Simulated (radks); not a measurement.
Q: Te34+, configuration [Ar]. All-electron calculation, scalar-relativistic Kohn-Sham, PBE, spin-unpolarised, spherical densities, point nucleus. Program: a radial shooting solver on a logarithmic mesh with Libxc functionals. Some entries of the table are withheld. Estimate them.

| orbital | occ. | eigenvalue (hartree) | r(max) (bohr) | <r> (bohr) |
|---|---|---|---|---|
| 1s | 2 | -1228.793 | 0.01794 | (1) |
| 2s | 2 | -243.2397 | (2) | 0.1187 |
| 2p | 6 | (3) | 0.08090 | 0.1036 |
| 3s | 2 | (4) | 0.2765 | 0.2943 |
| 3p | 6 | -84.33727 | 0.2670 | (5) |

A: 
(1) 1s <r> (bohr): 0.02781
(2) 2s r(max) (bohr): 0.1009
(3) 2p eigenvalue (hartree): -225.4756
(4) 3s eigenvalue (hartree): -89.97545
(5) 3p <r> (bohr): 0.2865
